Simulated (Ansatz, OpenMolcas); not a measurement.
**Worked example: vertical energy of the triplet above the singlet of SeO2 (selenium dioxide)**

The species is SeO2 (3 atoms), meant as a singlet with charge 0. SMILES: `O=[Se]=O`. Geometry: relaxed at PBE0-D4/def2-TZVP.

```xyz
3

O     0.4500   -1.2914    0.0948
Se   -0.5159   -0.0677   -0.2613
O     0.0659    1.3591    0.1664
```

Both states at this one shape; open shells run unrestricted unless said. 1 Eh = 27.2114 eV.

```tsv
level	program	singlet SeO2 (Eh)	triplet SeO2 (Eh)
SVWN5/STO-3G	Ansatz	-2518.378796	-2518.320770
B3LYP/6-31G* (Cartesian functions)	OpenMolcas	-2551.654860	-2551.566486
M06-2X/def2-TZVPP	OpenMolcas	-2551.956183	-2551.867865
PBE0/def2-TZVPP	OpenMolcas	-2551.558318	-2551.473907
```

Problem. Work out the vertical gap, second state less first, at each level.

Solution. 
1. SVWN5/STO-3G: -2518.320770 − (-2518.378796) = 0.058026 Eh = 1.58 eV.
2. B3LYP/6-31G* (Cartesian functions): -2551.566486 − (-2551.654860) = 0.088374 Eh = 2.40 eV.
3. M06-2X/def2-TZVPP: -2551.867865 − (-2551.956183) = 0.088318 Eh = 2.40 eV.
4. PBE0/def2-TZVPP: -2551.473907 − (-2551.558318) = 0.084411 Eh = 2.30 eV.

No measured value is set beside it here; the levels span 1.58 to 2.40 eV. Minimal sets are far from the basis-set limit. All-electron rows are non-relativistic unless named.
